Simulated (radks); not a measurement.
Values are calculated unless marked as measured or tabulated.
Ionisation of neutral platinum, [Xe] 4f14 5d9 6s1, to Pt+, [Xe] 4f14 5d9, under several functionals. Scalar-relativistic Kohn-Sham, spin-polarised, spherical densities, point nucleus; open shells are filled with parallel spins first (spin-orbit coupling, left out, can overturn this in heavy ions); a radial shooting solver on a logarithmic mesh with Libxc functionals.

functional	E(Pt) (hartree)	Exc (hartree)	IE (eV)	-e(HOMO) (eV)	<r> HOMO (bohr)	IE error (eV)
LDA (Slater exchange, VWN5 correlation)	-18403.2856	-343.9753	9.811	5.917	1.698	+0.852
LDA (Slater exchange, Perdew-Zunger correlation)	-18403.2588	-343.9477	9.795	5.943	1.700	+0.836
HCTH/407	-18424.1334	-365.2326	9.502	5.805	1.696	+0.543
LDA (Slater exchange, Perdew-Wang correlation)	-18403.2526	-343.9417	9.806	5.918	1.699	+0.847
PBE	-18413.5333	-354.1973	9.514	5.620	1.695	+0.555

NIST Atomic Spectra Database: 8.959 eV (measured). Closest: HCTH/407. The Delta-SCF values span 0.31 eV, the total energies 20.88 hartree. The highest occupied level is 5d. Open shells are spherical and high-spin; term and fine-structure splittings are not resolved. Spin-orbit splitting is averaged out at the scalar-relativistic level.
